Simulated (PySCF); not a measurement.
System: C2H8BN2, charge 0, multiplicity 2. It need not be the lowest isomer of its formula. SMILES: C[CH]B(N)N
Structure (B3LYP-D3(BJ)/def2-TZVP (Ansatz) minimum search):
```xyz
13

C      2.1256    -0.0392     0.0759
C      0.7892    -0.6889     0.1691
B     -0.5827    -0.0072    -0.0171
N     -1.7653    -0.7912     0.1110
N     -0.6726     1.3826    -0.3121
H      2.7448    -0.4998    -0.7047
H      2.0680     1.0284    -0.1444
H      2.6938    -0.1489     1.0085
H      0.8211    -1.7539     0.3921
H     -1.7354    -1.7727     0.3190
H     -2.6979    -0.4320     0.0064
H      0.1348     1.9696    -0.4114
H     -1.5395     1.8736    -0.4426
```
Charge 0, spin multiplicity 2.

Dispersion corrections to the total energy (kcal/mol) from the dftd3 and dftd4 libraries through PySCF: D3(BJ) without and D4 with the three-body term, each with the damping fitted for the functional named.

```
functional  D3(BJ)      D4
----------  ------  ------
BP86             …   -6.66
HF          -42.68       …
TPSS         -6.81   -6.91
BHLYP            …   -5.63
BLYP        -11.33  -11.40
PBE          -5.50   -5.11
B2GP-PLYP    -2.98   -2.14
```

Problem. Some entries are withheld; supply them.

Solution. 
- BP86, D3(BJ): -8.24
- HF, D4: -19.15
- BHLYP, D3(BJ): -7.00
